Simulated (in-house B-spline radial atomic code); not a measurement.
A calculation on neutral rubidium: its settings, and results tabulated from the run. Level of theory: non-relativistic r2SCAN, spin-polarised, spherical fractional occupations, point nucleus, inside a hard spherical wall at 4.68 bohr; calculated with an all-electron radial atomic-structure program (B-spline basis).

Command:
```bash
python run_scf.py task.json out
```
Settings:
```
Z                37
configuration    [Ar] 3d10 4s2 4p5 5s1 5d1
hamiltonian      nr
method           r2scan
spin_polarised   True
wall_radius      4.68
```

Output (hartree, bohr):
```
 radial grid: 43 intervals, B-splines of order 8, outer radius 4.68 bohr

 iter        energy (Eh)    residual
    1       -2938.259483    7.28e-02
    2       -2938.265579    2.67e-03
    3       -2938.265617    1.84e-03
    4       -2938.265627    1.25e-03
    5       -2938.265633    4.32e-04
    6       -2938.265634    6.92e-05
    7       -2938.265634    3.11e-06
    8       -2938.265634    1.78e-06
    9       -2938.265634    1.13e-07

 total energy                     -2938.26563
 kinetic                            2940.4189
 electron-nucleus                  -7020.7076
 Hartree                            1241.6923
 exchange-correlation                -99.6693

 orbital      occ     eigenvalue          <r>       <r^2>       <1/r>     <1/r^2>       r_max
 1s up      1.000      -543.0638     0.041296  0.00228371     36.4879     2675.29     0.02729
 1s down    1.000      -543.0573    0.0412958  0.00228369      36.488      2675.3     0.02729
 2s up      1.000       -71.8698     0.182087   0.0390285     8.14768     270.875      0.1535
 2s down    1.000       -71.8628      0.18208   0.0390245     8.14779     270.875      0.1535
 2p up      3.000       -65.1639     0.156933    0.030068     8.11529     89.6424      0.1214
 2p down    3.000       -65.1552      0.15693   0.0300664     8.11527     89.6415      0.1214
 3s up      1.000       -10.7446     0.520574    0.311067     2.73398     45.9698      0.4602
 3s down    1.000       -10.7360     0.520575    0.310952     2.73284     45.9153      0.4604
 3p up      3.000        -8.2999     0.523029    0.319455     2.62208     14.8233      0.4506
 3p down    3.000        -8.2892     0.522874    0.319088     2.62168      14.815      0.4508
 3d up      5.000        -3.9205     0.524444    0.336769     2.39005     7.38051      0.3943
 3d down    5.000        -3.9058     0.523393    0.334927     2.39235     7.39041      0.3945
 4s up      1.000        -1.1530      1.47381     2.46923    0.901204     6.16178       1.284
 4s down    1.000        -1.0809      1.49024     2.52877     0.89217     6.04441       1.287
 4p up      3.000        -0.5805      1.68981     3.27684    0.777998     1.74499       1.426
 4p down    2.000        -0.5141      1.70157     3.31437    0.770406     1.70644       1.433
 5s up      1.000         0.2238      2.90977     9.20554    0.446602     1.82028       3.145
 5d up      1.000         0.9797      2.62518     8.20795    0.560867    0.731034       3.547
```

Time taken, with all properties: 0.1 s on 1 thread of Arm Neoverse V2, on a shared host.
